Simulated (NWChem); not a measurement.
boric acid (H$_{3}$BO$_{3}$); SMILES OB(O)O

```xyz
7

O     -1.0724     0.8724     0.0000
B     -0.0342    -0.0038     0.0000
O      1.2444     0.5000     0.0000
O     -0.3495    -1.3323     0.0000
H     -0.7566     1.7804     0.0000
H      1.9455    -0.1551     0.0000
H      0.4027    -1.9267     0.0000
```
Atoms are numbered in this order, from 1.

Program: NWChem. All runs use the structure optimised with PBE0/def2-SVP. Level PBE/def2-SVPD: single points from the atomic guess with DIIS by default; each run changes one setting, and all converged runs end within 0.3 mHa of each other. cgmin counts macro-iterations, each dearer than a DIIS step.

| setting | SCF iterations |
|---|---|
| defaults | 10 |
| level shift of 0.5 Ha throughout | 12 |
| 70 % damping for 30 cycles | 33 |
| DIIS on 20 Fock matrices | 8 |
| quadratically convergent solver (cgmin) | 5 |
| no level shifting | 10 |
